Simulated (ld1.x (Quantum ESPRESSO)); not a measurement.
## Configuration tests for aluminium (PAW)

* Element: aluminium
* Generator: ld1.x (Quantum ESPRESSO) 7.5
* Type: PAW
* Functional: LDA (PZ)
* Relativity: non-relativistic
* Frozen core: [Ne]
* Valence charge: 3
* Reference configuration: 3s2 3p1
* Partial waves: 3s (bound): rcut 2.05, rcutus 2.40 bohr; 3s channel at -0.15 Ry: rcut 2.05, rcutus 2.40 bohr; 3p (bound): rcut 1.90, rcutus 2.40 bohr; 3p channel at 0.25 Ry: rcut 1.90, rcutus 2.40 bohr
* Local potential: all-electron potential smoothed inside 2.40 bohr (lloc = -1)
* Core correction: Bessel-smoothed model core inside 2.50 bohr
* Augmentation charge: PSQ, inside the norm-conserving radii

Energies are relative to the spin-unpolarised reference configuration 3s2 3p1; without spin polarisation the order of configurations can differ from experiment. Spin-polarised rows fill each open shell by Hund’s rule, majority spin first.

(1) Give the all-electron excitation energy and the error of the potential for: 3s2 3p0; 3s1 3p0; 3s2 3p0.5; 3s0 3p3; 3s1 3p2; 3s1 3p1; 3s2 3p1.3; 3s2 3p1 (spin-polarised); 3s1 3p0 (spin-polarised).

Answers

(1)

```csv
valence configuration,charge,ΔE all-electron (eV),error AE − PS (meV)
3s2 3p0,+1,5.857,-1.1
3s1 3p0,+2,25.199,-24
3s2 3p0.5,+0.5,2.129,-0.1
3s0 3p3,0,10.435,-4.4
3s1 3p2,0,5.122,-0.9
3s1 3p1,+1,11.637,-4.2
3s2 3p1.3,-0.3,-0.600,0.0
3s2 3p1 (spin-polarised),0,-0.136,-0.1
3s1 3p0 (spin-polarised),+2,24.772,-30
```
